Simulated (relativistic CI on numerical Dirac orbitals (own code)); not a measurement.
Cr⁴⁺: M2,3 absorption edge

Computed with this model: Dirac-Coulomb-Breit CI, orbitals from a KLI potential per configuration, model QED, valence Slater integrals scaled by 0.8, multiplet model of core-to-valence dipole absorption; configurations [Ar] 3d2 → [Ne] 3s2 3p5 3d3; 300 K; Lorentzian 1.2 eV and Gaussian 0.3 eV FWHM. Energies are those of the free ion, without screening or charge transfer. The branching ratio is the share of the lower-energy edge in the whole absorption, uncertain by about 0.02 where the edges overlap. S is read from ⟨S²⟩ = S(S + 1).

Field parameters in Wybourne normalisation: D3d B²₀ = −7Dσ, B⁴₀ = −14Dq − 21Dτ, B⁴₃ = −14√(10/7) Dq; D4h B²₀ = −7Ds, B⁴₀ = 21(Dq − Dt), B⁴₄ = 21√(5/14) Dq; Oh B⁴₀ = 21Dq, B⁴₄ = √(5/14) B⁴₀; Td as Oh with Dq negative (B⁴₀ = 21Dq, B⁴₄ = √(5/14) B⁴₀). The field is a parameter set, without covalency.

free ion: ground-state S = 1.00, centroid 57.17 eV. Peaks (eV, height): 49.2 (13), 52.8 (59), 56.5 (23), 58.5 (100), 61.8 (63).

D4h, 10Dq = 9050, Ds = 440, Dt = 120 cm⁻¹: ground-state S = 1.00, centroid 57.31 eV. Peaks (eV, height): 50.0 (12), 53.2 (63), 59.2 (100), 62.5 (47).

Td, 10Dq = -5100 cm⁻¹: ground-state S = 1.00, centroid 57.33 eV. Peaks (eV, height): 49.8 (12), 53.5 (59), 59.2 (100), 62.5 (42).

Oh, 10Dq = 38300 cm⁻¹: ground-state S = 1.00, centroid 57.67 eV. Peaks (eV, height): 44.8 (9), 47.2 (10), 48.5 (9), 50.2 (13), 56.2 (66), 58.0 (50), 61.0 (100), 66.0 (16), 67.8 (9).

D3d, 10Dq = 26650, Dσ = -990, Dτ = 150 cm⁻¹: ground-state S = 1.00, centroid 57.55 eV. Peaks (eV, height): 48.2 (9), 49.2 (9), 55.0 (72), 60.2 (100), 64.5 (21).

D4h, 10Dq = 15350, Ds = -770, Dt = 340 cm⁻¹: ground-state S = 1.00, centroid 57.39 eV. Peaks (eV, height): 50.8 (13), 53.8 (66), 59.5 (100), 63.2 (35).

Strongest unbroadened transitions for D3d, 10Dq = 26650, Dσ = -990, Dτ = 150 cm⁻¹:

| Energy (eV) | Relative strength |
| --- | --- |
| 54.54 | 23.0 |
| 54.56 | 69.5 |
| 54.62 | 55.2 |
| 55.11 | 46.8 |
| 55.15 | 44.2 |
| 55.39 | 23.2 |
| 55.92 | 36.2 |
| 59.36 | 24.3 |
| 59.39 | 45.8 |
| 59.45 | 52.7 |
| 59.92 | 19.7 |
| 60.08 | 30.0 |
| 60.15 | 51.2 |
| 60.38 | 56.7 |
| 60.44 | 100.0 |
| 60.68 | 50.1 |
| 60.69 | 54.6 |
| 64.57 | 26.3 |
